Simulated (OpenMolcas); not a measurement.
V4+ among 4 point charges of -2 e arranged as a square (D4h), 2.04 Å from the ion.
```
   2.0400    0.0000    0.0000  -2.00
   0.0000    2.0400    0.0000  -2.00
  -2.0400    0.0000    0.0000  -2.00
   0.0000   -2.0400    0.0000  -2.00
```

```yaml
Program: OpenMolcas
Method: "SS-CASPT2, IPEA 0.25 Eh, imaginary shift 0.1 Eh (closed shells correlated: 3s 3p)"
Basis: ANO-RCC-VDZP [5s4p2d1f]
Scalar_Hamiltonian: DKH2, point nucleus
Active_space: 1 electron in 5 orbitals (3d)
State_averaging: 2S+1 = 2 even, 5 roots
Spin-orbit_coupling: RASSI with atomic mean-field integrals over the reference wave functions
```

Q: What is the spin-free ground state (labels of D4, the rotations of D4h)?

A: 2A1, 1-fold in its orbital part, 100 % from free-ion D terms; it has the highest spin that d1 allows.

Q: Where is the first state of the same spin?

A: 2E at 2020 cm-1 above the ground state.

Q: What are the lowest two levels with spin-orbit coupling?

A: A 2-fold level E1/2 with g = 1.26, 1.26, 1.96, then a 2-fold level E1/2 1980 cm-1 above it. Their leading multiplicities are 2 (100 %) and 2 (100 %).

Q: What is χT at 300 K, and how does it compare with the textbook value?

A: The lowest level has 2S+1 = 2, for which the spin-only value is χT = S(S+1) / 2 = 0.375 cm3 K/mol (g = 2). The computed 0.365 at 300 K differs by -0.010, through orbital momentum, spin-orbit coupling and any other state in reach.

Free-ion shares, where given, are those of the reference states; single-state CASPT2 does not remix them. This is an electrostatic model: the charges have no orbitals. No measured value stands beside these numbers.
